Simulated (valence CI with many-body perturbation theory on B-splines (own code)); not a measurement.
## E1 line list for Tb60+

Computed by configuration interaction combined with many-body perturbation theory (CI+MBPT): three valence electrons over a frozen Dirac-Fock core [He], radial functions for each j: 11 s, 11 p, 9 d, 7 f, 5 g, 2 h, 1 i, with the one-electron correlation potential Σ1 (screened to all orders), the two-electron term Σ2, the three-electron term Σ3, Breit, model QED; selected single and double excitations, second order for the rest (own B-spline code, finite nucleus).

The last digits are not significant, and no measured levels were compared; by estimate large intervals hold to a few tenths of a per cent, small ones and those within an open d or f shell to about a per cent.

Lines 201 to 250 of 280 in falling wavelength, among levels below 700.97 Ry, chosen from the strongest by gf and those to the six lowest levels. Wavelengths and rates use the calculated energies. Electric multipoles are in the length gauge, E1 and E2 with the static RPA response of the core. Weak lines are less certain than strong ones. Lines between different terms over intervals too small for the method are left out, as are lines whose strength nearly cancels. The highest levels of a list are the least certain.

Levels are named by their leading jj configuration (3d3/2^4 stands for four electrons in 3d with j = 3/2), which in mixed levels can hold well under half, so a name can repeat and another be missing. Letters in brackets count levels of one name in rising energy.

```tsv
λ vac (nm)	Upper	Lower	A (s⁻¹)	S (a.u.) with core polarisation	S without
0.1525	(2p1/2 2p3/2 3d3/2) J=3/2 [a]	(2p1/2^2 2p3/2) J=3/2	1.48e+14	1.04e-03	1.04e-03
0.1525	(2p1/2 2p3/2 3p1/2) J=3/2 [a]	(2s 2p1/2 2p3/2) J=5/2	1.04e+14	7.30e-04	7.30e-04
0.1522	(2p1/2 2p3/2 3p1/2) J=5/2	(2s 2p1/2 2p3/2) J=5/2	2.69e+14	2.81e-03	2.81e-03
0.1522	(2s 2p3/2 3d3/2) J=3/2 [a]	(2s 2p1/2 2p3/2) J=1/2	5.20e+11	3.62e-06	3.64e-06
0.1522	(2s 2p1/2 3p1/2) J=1/2 [b]	(2s^2 2p1/2) J=1/2	1.42e+14	4.93e-04	4.92e-04
0.1520	(2s 2p1/2 3d3/2) J=3/2 [a]	(2s 2p1/2^2) J=1/2	1.03e+14	7.15e-04	7.16e-04
0.1520	(2p1/2 2p3/2 3d3/2) J=5/2 [b]	(2p1/2^2 2p3/2) J=3/2	1.06e+15	1.10e-02	1.10e-02
0.1519	(2p1/2 2p3/2 3p1/2) J=1/2	(2s 2p1/2 2p3/2) J=3/2 [a]	4.40e+14	1.52e-03	1.52e-03
0.1519	(2p1/2 2p3/2 3d3/2) J=3/2 [b]	(2p1/2^2 2p3/2) J=3/2	9.59e+14	6.63e-03	6.63e-03
0.1518	(2p1/2 2p3/2 3p1/2) J=3/2 [a]	(2s 2p1/2 2p3/2) J=3/2 [a]	2.96e+14	2.04e-03	2.04e-03
0.1517	(2p1/2 2p3/2 3d3/2) J=1/2 [b]	(2p1/2^2 2p3/2) J=3/2	1.11e+15	3.83e-03	3.84e-03
0.1516	(2p1/2 2p3/2 3p1/2) J=5/2	(2s 2p1/2 2p3/2) J=3/2 [a]	6.66e+13	6.86e-04	6.86e-04
0.1515	(2p1/2 2p3/2 3p1/2) J=3/2 [b]	(2s 2p1/2 2p3/2) J=5/2	2.52e+14	1.73e-03	1.73e-03
0.1515	(2s 2p3/2 3p1/2) J=1/2	(2s^2 2p3/2) J=3/2	2.32e+14	7.97e-04	7.96e-04
0.1515	(2s 2p3/2 3p1/2) J=3/2 [b]	(2s^2 2p3/2) J=3/2	1.59e+14	1.09e-03	1.09e-03
0.1512	(2s 2p1/2 3d3/2) J=3/2 [b]	(2s 2p1/2^2) J=1/2	1.04e+15	7.12e-03	7.13e-03
0.1512	(2s 2p3/2 3d3/2) J=5/2 [a]	(2s 2p1/2 2p3/2) J=5/2	3.90e+14	3.99e-03	3.99e-03
0.1511	(2s 2p3/2 3d3/2) J=3/2 [b]	(2s 2p1/2 2p3/2) J=3/2 [b]	2.37e+14	1.62e-03	1.62e-03
0.1511	(2s 2p3/2 3d3/2) J=3/2 [b]	(2s 2p1/2 2p3/2) J=1/2	2.99e+14	2.04e-03	2.04e-03
0.1511	(2s 2p3/2 3d3/2) J=3/2 [a]	(2s 2p1/2 2p3/2) J=5/2	1.25e+14	8.49e-04	8.50e-04
0.1511	(2s 2p1/2 3d3/2) J=1/2	(2s 2p1/2^2) J=1/2	8.65e+14	2.94e-03	2.95e-03
0.1511	(2s 2p3/2 3d3/2) J=7/2	(2s 2p1/2 2p3/2) J=5/2	8.67e+14	1.18e-02	1.18e-02
0.1508	(2p1/2 2p3/2 3p1/2) J=3/2 [b]	(2s 2p1/2 2p3/2) J=3/2 [a]	5.54e+12	3.76e-05	3.75e-05
0.1508	(2s 2p3/2 3d3/2) J=5/2 [b]	(2s 2p1/2 2p3/2) J=3/2 [b]	8.25e+14	8.38e-03	8.39e-03
0.1507	(2s 2p3/2 3d3/2) J=1/2 [b]	(2s 2p1/2 2p3/2) J=1/2	6.76e+14	2.28e-03	2.29e-03
0.1506	(2s 2p3/2 3d5/2) J=3/2 [a]	(2s 2p1/2 2p3/2) J=3/2 [b]	1.50e+14	1.01e-03	1.01e-03
0.1505	(2s 2p3/2 3d5/2) J=3/2 [a]	(2s 2p1/2 2p3/2) J=1/2	1.76e+14	1.18e-03	1.18e-03
0.1505	(2s 2p3/2 3d3/2) J=5/2 [a]	(2s 2p1/2 2p3/2) J=3/2 [a]	3.72e+14	3.75e-03	3.76e-03
0.1504	(2s 2p3/2 3d5/2) J=1/2	(2s 2p1/2 2p3/2) J=1/2	9.72e+13	3.27e-04	3.27e-04
0.1504	(2s^2 3d3/2) J=3/2	(2s^2 2p1/2) J=1/2	8.30e+14	5.57e-03	5.58e-03
0.1504	(2s 2p3/2 3d3/2) J=3/2 [a]	(2s 2p1/2 2p3/2) J=3/2 [a]	5.97e+14	4.01e-03	4.01e-03
0.1503	(2s 2p3/2 3d3/2) J=1/2 [a]	(2s 2p1/2 2p3/2) J=3/2 [a]	7.33e+14	2.46e-03	2.46e-03
0.1501	(2p1/2 2p3/2 3s) J=3/2 [a]	(2s^2 2p3/2) J=3/2	4.66e+12	3.11e-05	3.11e-05
0.1500	(2s 2p3/2 3d3/2) J=3/2 [b]	(2s 2p1/2 2p3/2) J=5/2	2.96e+12	1.97e-05	1.97e-05
0.1500	(2p1/2 2p3/2 3s) J=1/2	(2s^2 2p3/2) J=3/2	1.10e+13	3.67e-05	3.66e-05
0.1499	(2s 2p3/2 3d5/2) J=5/2 [a]	(2s 2p1/2 2p3/2) J=5/2	1.55e+12	1.54e-05	1.54e-05
0.1498	(2p1/2 2p3/2 3s) J=5/2	(2s^2 2p3/2) J=3/2	1.55e+13	1.54e-04	1.54e-04
0.1497	(2s 2p3/2 3d5/2) J=7/2 [a]	(2s 2p1/2 2p3/2) J=5/2	1.69e+13	2.24e-04	2.25e-04
0.1497	(2s 2p3/2 3d3/2) J=5/2 [b]	(2s 2p1/2 2p3/2) J=5/2	1.29e+12	1.28e-05	1.28e-05
0.1497	(2p1/2 2p3/2 3s) J=3/2 [b]	(2s^2 2p3/2) J=3/2	1.17e+13	7.74e-05	7.73e-05
0.1497	(2p1/2^2 3s) J=1/2	(2s^2 2p1/2) J=1/2	3.61e+13	1.19e-04	1.19e-04
0.1492	(2s 2p3/2 3d5/2) J=5/2 [a]	(2s 2p1/2 2p3/2) J=3/2 [a]	1.22e+12	1.20e-05	1.20e-05
0.1491	(2p1/2 2p3/2 3p3/2) J=1/2 [a]	(2s 2p1/2 2p3/2) J=1/2	1.73e+14	5.67e-04	5.66e-04
0.1491	(2p1/2 2p3/2 3p3/2) J=3/2 [a]	(2s 2p1/2 2p3/2) J=3/2 [b]	1.32e+14	8.61e-04	8.60e-04
0.1490	(2p1/2 2p3/2 3p3/2) J=3/2 [a]	(2s 2p1/2 2p3/2) J=1/2	8.71e+13	5.69e-04	5.69e-04
0.1490	(2s 2p3/2 3d3/2) J=5/2 [b]	(2s 2p1/2 2p3/2) J=3/2 [a]	7.10e+12	6.95e-05	6.96e-05
0.1487	(2s 2p1/2 3p3/2) J=3/2 [a]	(2s^2 2p1/2) J=1/2	1.10e+14	7.12e-04	7.12e-04
0.1487	(2s 2p3/2 3d5/2) J=7/2 [b]	(2s 2p1/2 2p3/2) J=5/2	1.36e+13	1.77e-04	1.77e-04
0.1487	(2p1/2 2p3/2 3p3/2) J=3/2 [b]	(2s 2p1/2 2p3/2) J=1/2	7.66e+13	4.97e-04	4.97e-04
0.1487	(2s 2p3/2 3p3/2) J=3/2 [a]	(2s^2 2p3/2) J=3/2	2.03e+14	1.32e-03	1.32e-03
```
